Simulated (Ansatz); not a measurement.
Reaction (substitution at a C–C bond): `CCCSCC` + `[SiH3]BN[SiH3]` → `CN([SiH3])B[SiH3]` + `CCSCC`

Computed with Ansatz on PBE0-D4/def2-TZVP structures; ΔE is electronic, products minus reactants. CCSD(T)/CBS is the MP2 limit (def2-TZVPP, def2-QZVPP) plus CCSD(T) − MP2 in def2-TZVPP, frozen cores. Each species was taken in one conformer, which may not be the lowest.

```csv
level,ΔE (kJ/mol)
HF/def2-TZVPP,40.5
SCS-MP2/def2-TZVPP,33.0
```

(1) What does CCSD(T)/CBS give? (An estimate is asked.)

Largest T1 diagnostic among the species: 0.014.

Results:

(1) Ansatz gave: +33.4 kJ/mol. The listed levels differ from it by 7.1, -0.4 kJ/mol.

In def2-TZVPP, CCSD(T) changes the Hartree–Fock value by −8.2 kJ/mol (the triples alone add −1.9 kJ/mol) and MP2 by −7.3 kJ/mol. The D4 term adds −3.5 kJ/mol with B3LYP and −1.7 kJ/mol with PBE0; it sums over pairs of atoms, weighted by their polarisabilities, and B3LYP, whose exchange is more repulsive, gets the larger term.

B3LYP here is the variant with VWN-RPA as its local correlation; programs differ in this.
